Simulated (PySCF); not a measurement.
CH₈B₂O₄Si, SMILES C(B(O)O)[SiH2]B(O)O at its GFN2-xTB optimised geometry (Å):

```
16

O      1.9202    -1.5902    -0.3624
B      0.7840    -2.3315    -0.5376
O      0.7625    -3.1437    -1.6296
C     -0.4160    -2.1360     0.4585
Si    -1.4383    -0.5704    -0.0133
B     -0.2924     1.0415     0.0000
O      1.0638     1.0415     0.0000
O     -0.9035     2.2520     0.0000
H      2.5838    -1.7610    -1.0330
H     -0.0374    -3.6472    -1.7660
H     -0.0528    -1.9930     1.4746
H     -1.0789    -2.9985     0.4758
H     -2.0574    -0.8849    -1.3237
H     -2.5838    -0.5811     0.9178
H      1.4974     0.1791    -0.0123
H     -0.2987     2.9985     0.0028
```

Level of theory: PySCF with CAM-B3LYP/def2-TZVP. Cells within 0.4 Å of a nucleus heavier than hydrogen are left out (blank, or x).

Map of the electrostatic potential (hartree/e), clipped to [-0.08, 0.12] on the plane z = 0.0 Å:

```
|333222233334444433333333333|
|322222223334454443333333333|
|222222222345665543333333333|
|222222222347997543333333333|
|222222111259999643322233333|
|222221100399999643222223333|
|222221000999999531112222333|
|2222210019xx998420011222333|
|22222110199x999861001222333|
|222222223899999999211222333|
|222222345899xx9xx9822223333|
|222223479999xx99x9953333333|
|222234699999999999984333333|
|222234999999999999984333333|
|222235999xx9997899964333333|
|222234999xx9997779853333333|
|322234899999998899996334433|
|332233699999999999x99444443|
|333333469999999999998444443|
|333333445799999999984444443|
|333333445899999999743344433|
|333333446999999999643334333|
|333333445899667986543333333|
|333333445666555554433333333|
|333334444555444443333333333|
|333334444444444433333333333|
|333333444444444333333333333|
```
Scale: ten equal steps from -0.062 (start of '0') to 0.120 (end of '9'), in the order '0123456789'; x runs from -5.00 to 5.00, y from -5.00 (bottom) to 5.00 (top).
